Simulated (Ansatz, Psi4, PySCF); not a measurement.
FLi, charge +1, doublet, at a GFN2-xTB geometry (such geometries of metal compounds can be far from the true shape) (a state made from the parent by changing its charge; the spin is typed, not shown lowest). Base run: BHANDHLYP/def2-SVP run with PySCF.

Geometry (Å):
```xyz
2

Li     0.0000     0.0000    -1.6597
F      0.0000     0.0000     0.5532
```
Charge +1, spin multiplicity 2.
Orbitals are unrestricted.
All else is at PySCF's defaults.

The same geometry, method and basis name were run in Ansatz (a quantum-chemistry and plane-wave program) and Psi4 and PySCF, at each program's defaults and at the settings that a row names. The base is PySCF at its defaults. Differences at the defaults can come from grids, fitting, cores and function types together.

| code and settings | ΔE vs base (µEh) | basis functions | E (Eh) | SCF cycles |
|---|---|---|---|---|
| PySCF, defaults (exact integrals, its default grid, spherical functions) | 0.0 | 23 | -106.90749 | 8 |
| Psi4, defaults (density fitting with its default set, its default grid, spherical functions) | 20.6 | 23 | -106.90747 | 7 |
| Ansatz, defaults (factorised integrals, its default grid, spherical functions) | 16.2 | 23 | -106.90748 | - |
| PySCF, density fitting with def2-universal-jkfit | 20.0 | 23 | -106.90747 | 8 |
| PySCF, fine grid | 15.7 | 23 | -106.90748 | 8 |
| Psi4, exact integrals, spherical functions, fine grid | 15.7 | 23 | -106.90748 | 9 |
| Ansatz, high accuracy | 16.2 | 23 | -106.90748 | - |

Open shells are given as the SCF converged; they aren't shown to be the lowest states, and a large step between rows can be another state.
